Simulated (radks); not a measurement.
Spherical quantum dot in the effective-mass picture: electrons in a hard-walled sphere of radius 7.38, with a point charge +1 (a donor) at the centre, all in effective atomic units (hartree* = m*/eps^2 hartree, bohr* = eps/m* bohr), one dielectric constant everywhere. Calculated with a radial shooting solver with Libxc functionals: non-relativistic Kohn-Sham, PBE, spin-polarised, spherical densities. Levels are named by radial order and angular momentum (1s, 1p, 1d, 2s, ...), and open shells are averaged over m. Results are scaled to m* = 0.096 and eps = 4.2, for which hartree* = 148.1 meV and bohr* = 2.315 nm.

N = 3, configuration 1s2 1p(up 1, down 0). This is the lowest configuration that the search found. Occupied levels:

| level | occupation | eigenvalue (meV) | <r> (nm) |
|---|---|---|---|
| 1s up | 1 | 42.841 | 6.103 |
| 1s down | 1 | 43.439 | 5.270 |
| 1p up | 1 | 63.668 | 10.45 |

Energy (meV): total -22.6891, kinetic 102.05, external -236.64, Hartree 197.69, exchange-correlation -85.793.

Electron density:

| r (nm) | n(r) (e/nm^3) |
|---|---|
| 1.19 | 0.009378 |
| 2.47 | 0.003435 |
| 3.76 | 0.001445 |
| 5.05 | 0.0007179 |
| 6.34 | 0.0004282 |
| 7.63 | 0.0003006 |
| 8.91 | 0.0002315 |
| 10.2 | 0.0001797 |
| 11.5 | 0.0001293 |
| 12.8 | 0.00007919 |
| 14.1 | 0.00003826 |
| 15.4 | 0.00001200 |
| 16.6 | 7.270e-07 |
